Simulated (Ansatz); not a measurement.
Ca2O3H2, relaxed as a singlet with RKS B3LYP-D4/def2-SVP in Ansatz, starting from the GFN1-xTB geometry. Force threshold 0.02 eV/Å.

The structure holds 1 bond(s) between oxygen atoms. Another isomer (singlet) lies 4.69 eV lower at PBE0-D4/def2-TZVP; other spin states weren't run for this one.

Start:

```
atom    x (Å)    y (Å)    z (Å)
 Ca1   1.0693   0.5499  -0.4712
 Ca2  -1.7590  -0.7200  -0.0098
  O3  -0.5403   0.5174   1.2634
  O4  -0.3802  -0.6491  -1.3793
  O5   0.0058  -0.8167   1.4066
  H6   1.4361   2.1132  -1.2657
  H7   0.1684  -0.9948   0.4560
```

```tsv
step	energy (eV)	largest force component (eV/Å)	SCF passes
1	-43041.3097	2.115	30
2	-43041.9600	0.634	39
3	-43042.1844	0.364	39
4	-43042.2211	0.192	32
5	-43042.2272	0.063	33
6	-43042.2293	0.082	32
7	-43042.2305	0.048	34
8	-43042.2313	0.036	33
9	-43042.2320	0.047	34
10	-43042.2326	0.042	33
11	-43042.2327	0.024	34
12	-43042.2328	0.007	35
```

Force components are those of the run's own axes.

End:

```xyz
7

Ca    1.089    0.689   -0.497
Ca   -1.915   -0.591   -0.014
O    -0.462    0.488    1.237
O    -0.253   -0.878   -1.097
O    -0.091   -0.952    1.408
H     1.541    2.456   -1.442
H     0.090   -1.211    0.404
```

Bonds lost: Ca1–H7, Ca2–H7 (atoms count from 1).

No frequencies were taken in this run, so the end may be a saddle point.

It took 24 s on 4 threads of Arm Neoverse V2 on a shared host.
